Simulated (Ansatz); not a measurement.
Caution, from a PySCF single point (PBE0-D3(BJ)/def2-TZVPD) at this geometry: the highest occupied level lies above zero, so the state may not be bound. This triplet is an excited state, 0.58 eV above the relaxed singlet at the level frozen-core CCSD(T)/aug-cc-pVDZ // PBE0-D3(BJ)/def2-TZVPD (Ansatz, a first-principles code).

Species: H4AlBN, SMILES `N[B-][AlH2]` (excited triplet) (charge -1, multiplicity 3).

**Question.** Give a relaxed geometry from PBE0-D3(BJ)/def2-TZVPD (Ansatz).

**Answer.** One answer among several that fit: the end point of this relaxation, one of several conformers (outside a Z-matrix the atoms follow the SMILES, hydrogens last).
Z-matrix (Å, degrees):
```
B
N 1 1.4164
H 2 1.0054 1 123.71
H 2 1.0113 3 112.82 1 -177.69
Al 1 2.0484 2 143.17 3 -176.77
H 5 1.6222 1 121.88 2 -177.46
H 5 1.6390 6 112.26 1 -175.19
```
